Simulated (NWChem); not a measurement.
Species: C₃H₃N₂, doublet; SMILES n1[nH][c]cc1

In the optimisation the excess spin sits in a' (Cs, its own frame).

Question: Give the equilibrium geometry at B3LYP/6-31G* (spherical d), spin-unrestricted (NWChem) as a list of bonds and angles, with the point group.

Answer: point group Cs; any orientation.
Bond lengths (Å): C1–C2 1.377, C1–N5 1.343, C2–C3 1.417, C2–H6 1.079, C3–N4 1.336, C3–H7 1.083, N4–N5 1.365, N5–H8 1.008. Bond angles (°): C2–C1–N5 109.6, C1–C2–C3 102.2, C1–C2–H6 128.5, C3–C2–H6 129.3, C2–C3–N4 113.0, C2–C3–H7 128.0, N4–C3–H7 119.0, C3–N4–N5 104.1, C1–N5–N4 111.1, C1–N5–H8 129.2, N4–N5–H8 119.6.
